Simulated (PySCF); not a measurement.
C3H3Cl2F. Atoms are numbered in the order given.

```xyz
9

C     -1.4950     1.6798     0.0000
C     -0.3472     0.7203     0.0000
Cl     1.2443     1.4191     0.0000
C     -0.4855    -0.6165     0.0000
F     -1.6961    -1.1787     0.0000
Cl     0.7898    -1.7653     0.0000
H     -2.4482     1.1353     0.0000
H     -1.4511     2.3280     0.8899
H     -1.4511     2.3280    -0.8899
```

The structure is a stationary point at TPSSh-D3(BJ)/def2-SVP.

Level of theory: HF/pcSseg-1 run with PySCF.

GIAO shieldings, no solvent; atoms alike by connectivity are averaged. δ = σ(ref) − σ: ¹³C against TMS (σ = 192.6 ppm); ³⁵Cl against HCl (σ = 958.2 ppm); ¹⁹F against CFCl3 (σ = 238.5 ppm); ¹H against TMS (σ = 31.99 ppm), references at their B3LYP-D3(BJ)/def2-TZVP geometries, non-relativistic (without spin–orbit terms, shifts of atoms bonded to Cl or Br come out too high).

Problem. Estimate the chemical shifts. (An estimate is asked for; the answer gives what the named calculation found.)

Solution. 
```json
[
 {"nucleus": "¹³C", "atoms": "C4", "count": "1", "δ (ppm)": "157.8"},
 {"nucleus": "¹³C", "atoms": "C2", "count": "1", "δ (ppm)": "131.4"},
 {"nucleus": "¹³C", "atoms": "C1", "count": "1", "δ (ppm)": "20.8"},
 {"nucleus": "³⁵Cl", "atoms": "Cl6", "count": "1", "δ (ppm)": "203.0"},
 {"nucleus": "³⁵Cl", "atoms": "Cl3", "count": "1", "δ (ppm)": "146.0"},
 {"nucleus": "¹⁹F", "atoms": "F5", "count": "1", "δ (ppm)": "-75.1"},
 {"nucleus": "¹H", "atoms": "H7, H8, H9", "count": "3", "δ (ppm)": "2.47"}
]
```
